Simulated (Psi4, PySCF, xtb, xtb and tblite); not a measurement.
Conformational energy of SMILES Fc1cc[c]([GeH3])s1 (C4H5FGeS), singlet. Scanned: dihedral S7–C5–Ge6–H10; all other coordinates were relaxed at GFN2-xTB. Heavy atoms are numbered in the order of the SMILES Fc1cc[c]([GeH3])s1, hydrogens after them in the order of the atoms that carry them; the mirror image has the same energies with the sign of each dihedral reversed.

GFN2-xTB (xtb and tblite); GFN1-xTB // GFN2-xTB (xtb); RKS-B3LYP/6-31G* = restricted B3LYP/6-31G*, spherical d, density fitting // GFN2-xTB in PySCF; MP2/cc-pVTZ = DF-MP2 (frozen core)/cc-pVTZ // GFN2-xTB (Psi4).

Energies relative to the lowest point of each profile, in kJ/mol; the last columns give the difference from MP2:

```tsv
φ / °	GFN2-xTB	GFN1-xTB	RKS-B3LYP/6-31G*	MP2/cc-pVTZ	GFN2-xTB − MP2/cc-pVTZ	GFN1-xTB − MP2/cc-pVTZ	RKS-B3LYP/6-31G* − MP2/cc-pVTZ
0	1.83	2.18	1.82	1.27	0.56	0.91	0.55
10	1.71	2.03	1.70	1.19	0.52	0.84	0.52
20	1.37	1.64	1.39	0.97	0.41	0.67	0.43
30	0.92	1.08	0.94	0.65	0.26	0.43	0.29
40	0.46	0.53	0.48	0.34	0.12	0.19	0.15
50	0.12	0.14	0.14	0.10	0.03	0.05	0.04
60	0.00	0.00	0.00	0.00	0.00	0.00	0.00
70	0.12	0.15	0.11	0.06	0.07	0.09	0.05
80	0.46	0.56	0.45	0.31	0.16	0.25	0.14
90	0.92	1.10	0.91	0.64	0.28	0.46	0.27
100	1.37	1.65	1.39	0.97	0.40	0.68	0.42
110	1.70	2.04	1.70	1.19	0.51	0.85	0.51
```

GFN2-xTB is furthest from MP2/cc-pVTZ at 0 (0.56 kJ/mol, above); its mean absolute difference over the points is 0.28 kJ/mol.

GFN1-xTB is furthest from MP2/cc-pVTZ at 0 (0.91 kJ/mol, above); its mean absolute difference over the points is 0.45 kJ/mol.

RKS-B3LYP/6-31G* is furthest from MP2/cc-pVTZ at 0 (0.55 kJ/mol, above); its mean absolute difference over the points is 0.28 kJ/mol.
